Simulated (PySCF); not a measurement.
SnBr, SMILES [Br][Sn+] (connectivity only; charge and spin as stated), charge +1, multiplicity 1.

Coordinates come from a B3LYP-D3(BJ)/def2-TZVP optimisation. The multiplicity is an assumed one; other spin states were not compared. The def2 effective core potentials stand for the cores of Sn; spin–orbit coupling is left out.

Two levels are set side by side: PBE/def2-TZVPD (PySCF) and CAM-B3LYP/def2-TZVPD (PySCF). Same geometry, gas phase. Differences are taken from unrounded values.

```json
[
 {"quantity": "orbital gap (eV)", "PBE": "3.62"},
 {"quantity": "highest occupied level (eV)", "PBE": "-13.24"},
 {"quantity": "lowest empty level (eV)", "PBE": "-9.62"},
 {"quantity": "mean polarisability (bohr³)", "PBE": "50.2"}
]
```

Q: These are the PBE values. What does CAM-B3LYP give? (An estimate is asked for; the answer gives what the named calculation found.)

A: 
```csv
quantity,CAM-B3LYP,PBE minus CAM-B3LYP
orbital gap (eV),7.61,-4.00
highest occupied level (eV),-15.62,2.38
lowest empty level (eV),-8.01,-1.62
mean polarisability (bohr³),49.0,1.2
```

PBE's occupied levels lie high since its potential decays too fast outside the molecule; exact exchange lowers them and widens the gap. Differences between two approximate levels are no errors against the true value.

Rough cost on one machine, each run with all the roots and properties that it gave: CAM-B3LYP against PBE within a factor of 2.
